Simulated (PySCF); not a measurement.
State search for LiSn⁺

Unrestricted PBE0; PySCF, scalar-relativistic core potentials, basis sets Li cc-pVDZ, Sn cc-pVDZ-PP with ECP28. Outer shells of the fragments: Li+ closed shells only; Sn 4d10 5s2 5p2.

Followed along the bond (rough minima from three points):

```
2Ms+1  unpaired  ⟨S²⟩ at the start  R at minimum (Å)  Te (eV)
    3  σ ↑, π ↑               2.00              3.01     0.00
    1      none               0.00              2.97     0.22
    1  σ ↑, π ↓               1.01              3.08     0.28
    1      π ↑↓               1.01              3.28     1.30
    3      π ↑↑               2.00  none in the scan   ≤ 1.01
```

Solutions found at the starting distance of 2.735 Å, counted from the lowest of them; the search is not exhaustive and high or unbound solutions are not listed, so other states can lie among these:

```
2Ms+1  unpaired   term  E (eV)  ⟨S²⟩  ⟨Lz²⟩  μ (D)
    3  σ ↑, π ↑     ³Π    0.00  2.00   1.00  -8.29
    1      none    ¹Σ⁺    0.23  0.00   0.00  -7.78
    1  σ ↑, π ↓  mixed    0.30  1.01   1.00  -8.35
    3      π ↑↑    ³Σ⁻    1.02  2.00   0.00  -8.62
    1      π ↑↓  mixed    1.30  1.01   2.01  -8.48
    1      none  mixed    2.10  0.00   2.00  -8.02
    3      σ ↑↑    ³Σ⁺    3.83  2.00   0.00   2.19
    3      π ↑↑  mixed    5.27  2.00   2.00  -0.24
    3  σ ↑, δ ↑     ³Δ    9.71  2.00   4.00  -2.16
    1  σ ↑, δ ↓  mixed    9.83  1.00   4.00  -2.02
```

A term symbol is given only where ⟨S²⟩ and ⟨Lz²⟩ are close to those of a pure state; real π, δ and φ orbitals otherwise mix terms. A positive dipole points towards Sn; it is taken about the centre of mass and depends on that origin.

Spin–orbit coupling is left out.
